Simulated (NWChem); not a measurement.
Species: C2H6MgO2; SMILES C[O][Mg][O]C

```xyz
11

Mg     0.0000     0.0000     0.7016
O      1.7686     0.0082     0.7021
C      3.1398     0.0145     0.7027
H      3.5548     0.9687     1.0863
H      3.5628    -0.7917     1.3360
H      3.5607    -0.1277    -0.3134
O     -1.7686    -0.0082     0.7021
C     -3.1398    -0.0145     0.7027
H     -3.5628     0.7917     1.3360
H     -3.5607     0.1277    -0.3134
H     -3.5548    -0.9687     1.0863
```
Atoms are numbered in this order, from 1.

Computed with NWChem. Pople sets run with spherical d functions. The geometry was optimised at PBE0/def2-SVP. B3LYP is NWChem's, with the RPA form of VWN correlation. GIAO values for the isolated, static molecule; σ is the absolute isotropic shielding, δ = σ(reference) − σ with the isolated reference molecule computed at the same levels (13C: tetramethylsilane, 1H: tetramethylsilane, 17O: water).

```csv
level,σ Mg1 (ppm),δ O2 (ppm),δ C3 (ppm),δ H4 (ppm)
BHandHLYP/pcSseg-1,555.2,-61.5,53.9,3.75
Hartree-Fock/6-31G*,597.6,-52.3,50.2,3.59
B3LYP/6-311G**,554.2,-26.0,55.4,3.95
```
